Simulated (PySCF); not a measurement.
```xyz
3
charge 0 multiplicity 1, angstrom
Te    0.7990   -1.3840    0.0000
Te   -1.5981    0.0000    0.0000
Te    0.7990    1.3840    0.0000
```

All numbers come from B3LYP in PySCF with Te def2-TZVP with ECP28; scalar-relativistic core potentials, no spin–orbit coupling; density-fitted integrals.

This geometry of Te3 is a stationary point at this level.

(1) What is the point group?

(2) Is it a minimum?

(3) List the harmonic modes with their infrared intensities.

(4) Give the ideal-gas entropy at 298.15 K and 1 bar by parts.

(5) What is the atomisation energy, with and without zero-point energy?

Answers

(1) D3h.

(2) Yes: all harmonic wavenumbers are real.

(3) 
| symmetry | ω (cm⁻¹) | IR (km/mol, summed over degenerate members) |
| --- | --- | --- |
| e' | 167 | 0.2 |
| a1' | 224 | 0.0 |

(4) translation 183.3, rotation 114.0, vibration 28.7, spin 0.0; total 326.0 J/(mol K).

(5) 465 kJ/mol without, 462 kJ/mol with.

Other isomers or separated fragments may lie lower.
